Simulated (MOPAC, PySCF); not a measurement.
H2OS, SMILES `OS` (H–O–S–H torsion 91°), neutral singlet in the gas phase. 

Z-matrix (Å, degrees):
```
O
H 1 0.9655
S 1 1.6736 2 107.64
H 3 1.3510 1 98.56 2 -91.28
```
Charge 0, spin multiplicity 1.

All levels are single points at this geometry (B3LYP-D3(BJ)/def2-TZVP); Pople sets use spherical d functions. Orbital energies aren't observables, and empty levels follow the basis.

PBE/6-31G* in PySCF gives HOMO (eV) = -5.60.

Question: Estimate the HOMO (eV) from each of these levels: B3LYP-D3(BJ)/def2-TZVP in PySCF; PBE-D3(BJ)/def2-TZVP in PySCF; B3LYP/3-21G in PySCF; B3LYP/6-311+G** in PySCF; B3LYP/6-31G* in PySCF; B3LYP/LANL2DZ in PySCF; BP86/6-31G* in PySCF; M06-2X/6-31G* in PySCF; SVWN5/6-31G* in PySCF; HF/3-21G in PySCF; HF/STO-3G in PySCF; PM6 in MOPAC.

Answer: 
| level | HOMO (eV) |
|---|---|
| B3LYP-D3(BJ)/def2-TZVP in PySCF | -6.86 |
| PBE-D3(BJ)/def2-TZVP in PySCF | -5.75 |
| B3LYP/3-21G in PySCF | -6.69 |
| B3LYP/6-311+G** in PySCF | -7.03 |
| B3LYP/6-31G* in PySCF | -6.72 |
| B3LYP/LANL2DZ in PySCF | -7.00 |
| BP86/6-31G* in PySCF | -5.71 |
| M06-2X/6-31G* in PySCF | -8.24 |
| SVWN5/6-31G* in PySCF | -5.66 |
| HF/3-21G in PySCF | -10.36 |
| HF/STO-3G in PySCF | -7.33 |
| PM6 in MOPAC | -9.27 |
